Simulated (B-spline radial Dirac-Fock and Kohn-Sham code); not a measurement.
**X-ray form factors of technetium in several charge states**

The computed values come from a radial finite-basis atomic code: configuration-average Dirac-Fock orbitals.

Configurations: Tc²³⁺ [Ar] 3d2; Tc²⁴⁺ [Ar] 3d1; Tc²⁵⁺ [Ne] 3s2 3p6; Tc²⁶⁺ [Ne] 3s2 3p5. The first column is f₀ of Tc²³⁺, the others are differences from it.

```
s (Å⁻¹)   Tc²³⁺  Δ Tc²⁴⁺  Δ Tc²⁵⁺  Δ Tc²⁶⁺
      0  20.000   -1.000   -2.000   -3.000
   0.05  19.968   -0.997   -1.994   -2.991
    0.1  19.872   -0.988   -1.977   -2.964
   0.15  19.714   -0.973   -1.948   -2.919
    0.2  19.496   -0.953   -1.908   -2.857
   0.25  19.221   -0.927   -1.858   -2.780
    0.3  18.893   -0.896   -1.799   -2.689
   0.35  18.517   -0.862   -1.731   -2.584
    0.4  18.098   -0.824   -1.656   -2.469
   0.45  17.641   -0.782   -1.576   -2.344
    0.5  17.151   -0.739   -1.490   -2.211
    0.6  16.101   -0.647   -1.310   -1.932
    0.7  14.995   -0.553   -1.125   -1.646
    0.8  13.876   -0.462   -0.945   -1.366
    0.9  12.784   -0.376   -0.774   -1.103
      1  11.749   -0.299   -0.620   -0.865
    1.1  10.794   -0.231   -0.483   -0.657
    1.2   9.933   -0.174   -0.367   -0.480
    1.4   8.507   -0.087   -0.190   -0.220
    1.6   7.450   -0.033   -0.076   -0.066
```
